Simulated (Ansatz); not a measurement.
Program: Ansatz. Geometries: PBE0-D4/def2-TZVP. ΔE: electronic, gas phase. CBS: MP2 limit from def2 TZ/QZ plus the TZ coupled-cluster correction, frozen cores. Elements past krypton have def2 core potentials. For Zr outer-core shells are correlated without core-valence functions, which leaves a few kJ/mol of doubt a bond. One conformer a species, not always the lowest.

Reaction (ligand exchange at a Zr–C bond): `[OH][Zr]([OH])([OH])[c]1ccccc1` + CH₃NH₂ → `C[NH][Zr]([OH])([OH])[OH]` + benzene

| species | MP2/CBS(def2) energy (Eh) |
| --- | --- |
| `[OH][Zr]([OH])([OH])[c]1ccccc1` | -505.72836 |
| CH₃NH₂ | -95.71376 |
| `C[NH][Zr]([OH])([OH])[OH]` | -369.62773 |
| `c1ccccc1` | -231.84895 |

**Question.** Work out ΔE.

**Answer.** ΔE = (-369.62773) + (-231.84895) − (-505.72836) − (-95.71376) = -0.03456 Eh = -21.7 kcal/mol. CCSD(T)/CBS gives -21.9 kcal/mol.

Largest T1 diagnostic among the species: 0.016.

Leaving LDA and LC-ωPBE aside and taking each functional with its dispersion term where it has one, the values, not all of them listed here, spread over 1.5 kcal/mol, from CAM-B3LYP-D4 to HSE06-D4. In def2-TZVPP, CCSD(T) changes the Hartree–Fock value by +2.4 kcal/mol (the triples alone add +0.6 kcal/mol) and MP2 by +2.6 kcal/mol.
